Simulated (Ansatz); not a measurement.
Stretching the Ge1–H2 bond in FGeH (SMILES [F][GeH]) (multiplicity 1 held, fragments rigid). Energies count from the point at 1.615 Å.
Geometry at that point (charge 0, multiplicity 1):
```tsv
atom	x (Å)	y (Å)	z (Å)
Ge	-0.1137	-0.2269	0.2808
H	-0.9845	-1.0535	-0.7992
F	0.5137	0.9238	-0.9095
```

Restricted levels (R-, RO-) in cc, def2 and unpolarised 6-31G sets keep to the state of the molecule at rest. Unrestricted levels (U-) break spin symmetry where that is lower. Active spaces are followed from a long bond inwards. Curves can end on different states.

Cores are frozen in the correlated methods. Filled d and f shells under p-block atoms count as core.

The values were computed with Ansatz (an electronic-structure program) with Gaussian orbitals. 

Energies in eV.

```tsv
R (Å)	R-HF/cc-pVDZ	U-SCS-MP2/cc-pVDZ	U-CCSD/cc-pVDZ	R-CCSD(T)/cc-pVDZ	CASSCF(2,2)/cc-pVDZ	FIC-MRCISD+Q on CASSCF(2,2)/cc-pVDZ
1.292	1.03	1.17	1.09	1.09	1.15	1.09
1.453	0.17	0.24	0.20	0.20	0.23	0.20
1.615	0.00	0.00	0.00	0.00	0.00	0.00
1.776	0.19	0.16	0.15	0.14	0.11	0.14
1.938	0.56	0.49	0.46	0.45	0.38	0.44
2.180	1.24	1.21	1.04	1.00	0.89	1.00
2.422	1.94	2.05	1.63	1.54	1.39	1.53
2.826	3.02	2.62	2.40	2.23	2.04	2.22
3.230	3.92	2.80	2.77	2.60	2.42	2.62
3.714	4.79	2.87	2.90	2.71	2.62	2.84
4.360	5.64	2.89	2.93	2.60	2.69	2.92
5.168	6.32	2.90	2.94	2.45	2.71	2.94
```

Doubts at one or more of the structures used: a restricted determinant that unrestricted orbitals would lower (R-HF/cc-pVDZ, R-CCSD(T)/cc-pVDZ); a spin-contaminated determinant (U-SCS-MP2/cc-pVDZ, U-CCSD/cc-pVDZ); T1 above 0.05 (U-CCSD/cc-pVDZ, R-CCSD(T)/cc-pVDZ); other coupled-cluster roots lie near (R-CCSD(T)/cc-pVDZ).
